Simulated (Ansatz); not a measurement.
Reaction (substitution at a C–S bond): `O=C([SiH3])S` + `[SiH3]S` → `O=C([SiH3])S[SiH3]` + H₂S

Program: Ansatz. Geometries: PBE0-D4/def2-TZVP. ΔE: electronic, gas phase. CCSD(T)/CBS is the MP2 limit (def2-TZVPP, def2-QZVPP) plus CCSD(T) − MP2 in def2-TZVPP, frozen cores. This one scheme is used for every species. Each species was taken in one conformer, which may not be the lowest.

```
        level  ΔE (kcal/mol)
HF/def2-TZVPP            0.2
MP2/CBS(def2)           -2.2
```

(1) What does CCSD(T)/CBS give? (An estimate is asked.)

Largest T1 diagnostic among the species: 0.017.

## Answers

(1) Ansatz gave: -1.9 kcal/mol. The listed levels differ from it by 2.1, -0.3 kcal/mol.

The D4 term adds −1.6 kcal/mol with B3LYP and −0.9 kcal/mol with PBE0; it sums over pairs of atoms, weighted by their polarisabilities, and B3LYP, whose exchange is more repulsive, gets the larger term. In def2-TZVPP, CCSD(T) changes the Hartree–Fock value by −2.2 kcal/mol (the triples alone add −0.5 kcal/mol) and MP2 by −2.5 kcal/mol.

B3LYP here is the variant with VWN-RPA as its local correlation; programs differ in this.
